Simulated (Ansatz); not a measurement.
One change: `FC([SiH3])CCl` becomes `OC(F)[SiH3]`.

Ansatz, PBE0-D4/def2-TZVP geometries, multiplicity 1. Each molecule was computed in one conformer, which needn't be the lowest.

```
                                        property  `FC([SiH3])CCl`
              HOMO energy (PBE0/def2-TZVPP) / eV            -8.43
               LUMO energy (PBE/def2-TZVPP) / eV            -0.85
size of the dipole moment (B3LYP/def2-TZVPP) / D             2.53
             HOMO–LUMO gap (PBE/def2-TZVPP) / eV             6.17
           HOMO–LUMO gap (B3LYP/def2-TZVPP) / eV             8.06
            HOMO–LUMO gap (PBE0/def2-TZVPP) / eV             8.56
```

(1) Give the same properties after the change, and the shifts. (Estimate.)

Results:

(1) The calculation gave: 
```csv
property,`OC(F)[SiH3]`,shift
HOMO energy (PBE0/def2-TZVPP) / eV,-8.50,-0.07
LUMO energy (PBE/def2-TZVPP) / eV,-0.37,0.48
size of the dipole moment (B3LYP/def2-TZVPP) / D,1.75,-0.78
HOMO–LUMO gap (PBE/def2-TZVPP) / eV,6.59,0.42
HOMO–LUMO gap (B3LYP/def2-TZVPP) / eV,8.47,0.41
HOMO–LUMO gap (PBE0/def2-TZVPP) / eV,8.98,0.42
```

With PBE0 the HOMO falls by 0.07 eV and the LUMO rises by 0.35 eV, so the gap widens by about 0.42 eV. PBE moves the HOMO by 0.05 eV and ωB97M-V by -0.13 eV. Dipoles are sizes alone; their direction can turn.

B3LYP here is the variant with VWN-RPA as its local correlation; programs differ in this.
